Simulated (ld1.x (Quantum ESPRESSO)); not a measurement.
Values are calculated unless marked as measured or tabulated.
Hardness and transferability of assorted potentials

Generated with ld1.x 7.5 (TM, RRKJ, ultrasoft, PAW), atompaw 4.2 or ONCVPSP 4.0.1. The cutoff is in Ry: for ld1.x and atompaw files where the sum of valence levels is converged to 10 mRy in a Bessel basis, for ONCV files where the hardest occupied wave has 1 mHa per electron of residual kinetic energy. The error is the largest all-electron minus pseudo excitation energy over each file’s own four to seven test configurations (ionisations up to +4, promotions, holes and added fractions of an electron), all of which were solved. The labels leave out finer settings (local radius, basis sizes, second energies), which also bear on the numbers. Spin-polarised tests are not counted. The rows are a selection from randomly drawn settings: files with unsolved tests, undetermined cutoffs or missed reference levels are left out.

A true bound ghost makes a file unfit for plane-wave use even where its test errors are small: the radial tests pick states by their node count and pass the ghost by.

| element | potential | cutoff (Ry) | largest error (meV) | bound ghosts |
| --- | --- | --- | --- | --- |
| Be | TM, PBEsol, scalar-relativistic, rc 1.45/3.95 (sp), local s, core correction yes, reference 2s1.5 2p0.5 | 10 | -96 | none |
| Al | ultrasoft, Wu–Cohen, non-relativistic, rc 1.65/1.70 (sp), local smoothed, core correction yes, reference 3s1 3p0 | 10 | -8.8 | none |
| P | ultrasoft, PW91, scalar-relativistic, rc 1.40/2.10 (sp), local smoothed, core correction no, reference 3s2 3p2.5 | 18 | +113 | s |
| V | TM semilocal, PW91, scalar-relativistic, rc 2.10/2.90/1.85 (spd), local d, core correction yes, reference 3d3 4s0 4p0 | 70 | -207 | none |
| Mo | TM, PBEsol, fully relativistic, rc 3.10/1.20/1.75 (spd), local smoothed, core correction no, reference 4p6 4d5 5s1 5p0 | 90 | -42 | s |
| Hf | RRKJ, PBE, scalar-relativistic, rc 2.80/3.45/3.05 (spd), local s, core correction no, reference 5d2.5 6s1.5 6p0 | 15 | +123 | none |

Task: Fill in the row for Ir: PAW, LDA (PZ), scalar-relativistic, rc 2.75/3.60/2.10 (spd), local smoothed, core correction yes, reference 5d7 6s1.75 6p0.25.

Result: cutoff 25 Ry, largest error -36 meV, bound ghosts: none.
